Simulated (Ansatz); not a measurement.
Reaction (redistribution): `C[Si](N)(O)O[SiH3]` + `C[Si](O)([SiH3])Cl` → `O[Si]([SiH3])([SiH3])Cl` + `CO[Si](C)(N)O`

Calculated with Ansatz (gas phase, PBE0-D4/def2-TZVP geometries, no zero-point term in ΔE). CCSD(T)/CBS adds triple-zeta CCSD(T) − MP2 to the extrapolated MP2 energy (def2 sets, frozen cores). DFT in def2-TZVPP. B3LYP here is the variant with VWN-RPA as its local correlation; programs differ in this. Each species was taken in one conformer, which may not be the lowest.

Question: Is it downhill or uphill in electronic energy at CCSD(T)/CBS, and by how much? (Estimate.)

Answer: The calculation gave: Uphill: ΔE = +2.26 eV.

Question: What do these levels give: r2SCAN-D4, B3LYP-D4, ωB97X-V, ωB97M-V, r2SCAN, HF/def2-QZVPP? (Best estimate.)

Answer: Ansatz gave: r2SCAN-D4 2.19, B3LYP-D4 2.16, ωB97X-V 2.16, ωB97M-V 2.26, r2SCAN 2.19, HF/def2-QZVPP 2.42 eV.

Largest T1 diagnostic among the species: 0.013.

From PBE to PBE0 (25 % exact exchange), in def2-TZVPP and without D4, ΔE moves by +0.12 eV.
